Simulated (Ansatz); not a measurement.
Molecule: trihydroxy(propan-2-yl)silane, C3H10O3Si (charge 0, singlet). 
Structure (B3LYP-D3(BJ)/def2-TZVP (Ansatz, a program for electronic structure) minimum search):
```xyz
17

C     -1.1894     1.7328    -0.8032
C     -1.1859     0.3339    -0.1699
C     -1.8312    -0.6961    -1.1083
Si     0.5281    -0.1845     0.3602
O      1.4106    -0.2422    -1.0338
O      1.1964     0.8307     1.4665
O      0.5495    -1.6194     1.1613
H     -0.5813     1.7544    -1.7100
H     -0.8002     2.4909    -0.1194
H     -2.2043     2.0336    -1.0770
H     -1.7777     0.3747     0.7522
H     -2.8450    -0.3917    -1.3821
H     -1.2560    -0.8010    -2.0305
H     -1.9040    -1.6824    -0.6437
H      2.3324    -0.5053    -0.9665
H      1.3801     1.7294     1.1855
H      0.2494    -2.3958     0.6841
```

Quantity: vertical triplet-singlet gap (E(triplet) - E(singlet); each state is the SCF solution reached for its spin), in eV. Valence correlation only, unless marked. Open shells are spin-unrestricted. Spin-orbit coupling is left out. Non-relativistic. 

```tsv
level	program	vertical triplet-singlet gap (eV)
HF/aug-cc-pV(D+d)Z	Ansatz	7.31
HF/aug-cc-pV(T+d)Z	Ansatz	6.84
SVWN5/def2-TZVPD	Ansatz	5.99
PBE/def2-TZVPD	Ansatz	6.01
r2SCAN/def2-TZVPD	Ansatz	6.43
B3LYP/def2-TZVPD	Ansatz	6.60
PBE0/def2-TZVPD	Ansatz	6.74
BHLYP/def2-TZVPD	Ansatz	7.25
CAM-B3LYP/def2-TZVPD	Ansatz	7.11
wB97M-V/def2-TZVPD	Ansatz	7.34
wB97X-V/def2-TZVPD	Ansatz	7.47
B2PLYP/def2-TZVPD	Ansatz	6.94
MP2/aug-cc-pV(D+d)Z	Ansatz	7.44
RI-MP2/aug-cc-pV(T+d)Z	Ansatz	8.27
SCS-MP2/aug-cc-pV(D+d)Z	Ansatz	7.56
CCSD/aug-cc-pV(D+d)Z	Ansatz	7.30
CCSD(T)/aug-cc-pV(D+d)Z	Ansatz	7.14
```
